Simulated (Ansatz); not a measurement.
The inner images of a band of GaH5NO (8 atoms, charge 0, multiplicity 2) are given out of order.

The calculation used Ansatz, UKS LDA/def2-SVP.

Image 0:

```xyz
8
Properties=species:S:1:pos:R:3
Ga 0.010 -0.335 0.606
H -0.644 -1.777 0.476
N 1.536 -0.013 -0.418
H 2.323 0.526 -0.030
H 1.530 0.023 -1.444
H -1.033 0.648 -0.185
O 0.448 0.250 2.249
H -0.113 -0.123 2.952
```

Image 8:

```xyz
8
Properties=species:S:1:pos:R:3
Ga -0.644 -0.543 0.457
H 1.587 0.006 0.769
N 1.322 -0.217 -0.220
H 1.858 -1.026 -0.560
H 1.483 0.592 -0.837
H -1.455 0.631 -0.290
O 0.192 -0.046 2.027
H -0.286 -0.197 2.862
```

Problem. Put them in order from the first end to the last, with their energies above the first end.
A.
```xyz
8
Properties=species:S:1:pos:R:3
Ga -0.568 -0.571 0.169
H 1.102 0.044 1.201
N 1.346 -0.158 -0.142
H 1.956 -0.930 -0.445
H 1.523 0.635 -0.780
H -1.530 0.567 -0.392
O 0.145 0.100 1.909
H 0.084 -0.488 2.687
```
B.
```xyz
8
Properties=species:S:1:pos:R:3
Ga -0.150 -0.479 -0.028
H 0.842 -0.536 2.328
N 1.548 0.097 -0.476
H 2.271 -0.602 -0.678
H 1.590 0.827 -1.201
H -1.346 0.533 -0.325
O 0.014 -0.074 2.074
H -0.711 -0.566 2.513
```
C.
```xyz
8
Properties=species:S:1:pos:R:3
Ga -0.022 -0.467 0.009
H 0.210 -1.266 2.212
N 1.531 0.347 -0.569
H 2.414 -0.103 -0.296
H 1.576 0.551 -1.576
H -1.369 0.365 -0.235
O 0.275 -0.282 2.132
H -0.558 0.054 2.530
```
D.
```xyz
8
Properties=species:S:1:pos:R:3
Ga -0.020 -0.073 0.518
H -0.203 -1.695 0.758
N 1.527 0.132 -0.472
H 2.460 -0.045 -0.082
H 1.558 0.268 -1.488
H -1.311 0.566 -0.121
O 0.400 0.171 2.273
H -0.353 -0.125 2.821
```
E.
```xyz
8
Properties=species:S:1:pos:R:3
Ga -0.027 -0.442 -0.011
H 0.361 -1.075 2.446
N 1.635 0.135 -0.550
H 2.396 -0.545 -0.650
H 1.659 0.793 -1.340
H -1.211 0.615 -0.224
O 0.095 -0.182 2.138
H -0.849 -0.100 2.398
```
F.
```xyz
8
Properties=species:S:1:pos:R:3
Ga -0.020 -0.089 0.275
H 0.041 -1.397 1.487
N 1.560 0.262 -0.530
H 2.425 -0.130 -0.147
H 1.620 0.369 -1.547
H -1.384 0.515 -0.189
O 0.337 -0.197 2.191
H -0.522 -0.134 2.666
```
G.
```xyz
8
Properties=species:S:1:pos:R:3
Ga -0.332 -0.559 0.002
H 1.007 -0.045 1.862
N 1.448 -0.048 -0.323
H 2.097 -0.789 -0.620
H 1.536 0.713 -1.015
H -1.462 0.495 -0.381
O 0.026 0.039 2.004
H -0.262 -0.609 2.678
```

Solution. D (+0.10 eV), F (+0.44 eV), C (-0.21 eV), E (-0.25 eV), B (-0.29 eV), G (-0.47 eV), A (-0.72 eV).

Run time: 2.8 min on 2 threads of Arm Neoverse V2, with other jobs on the host, peak memory 0.17 GiB.
